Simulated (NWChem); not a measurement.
**Correlation energy of H4AlClS**

SMILES: S.[AlH2][Cl]
```xyz
7

Al    -0.6841    -0.7218    -0.4927
H     -0.3535    -2.2247    -0.1231
H     -2.1562    -0.1612    -0.6455
Cl     0.8462     0.3450    -1.5603
S     -0.2453     0.2650     1.8937
H      1.0995     0.1024     1.8863
H     -0.1569     1.5620     1.5129
```
Charge 0, spin multiplicity 1.

Program: NWChem. The geometry was optimised at B3LYP/def2-SVP, a minimum by its harmonic frequencies.

Basis set: def2-SVP. Each correlation energy counts from its own Hartree-Fock reference.

```
method        correlation energy (mHa)  difference from CCSD(T)
------------  ------------------------  -----------------------
MP2                             -347.4                    +57.0
SCS-MP2                         -351.6                    +52.8
CCSD                            -396.4                     +8.0
CCSD+T(CCSD)                    -404.5                     -0.2
CCSD(T)                         -404.4                      0.0
CR-CCSD[T]                      -402.8                     +1.5
CR-CCSD(T)                      -402.7                     +1.7
```

The values span 57.2 mHa, from CCSD+T(CCSD) (lowest) to MP2 (highest). 

The correlated methods keep 15 core orbitals frozen. The structure started from a generated list of species. Differences from the coupled-cluster row are differences between methods, not errors against experiment.
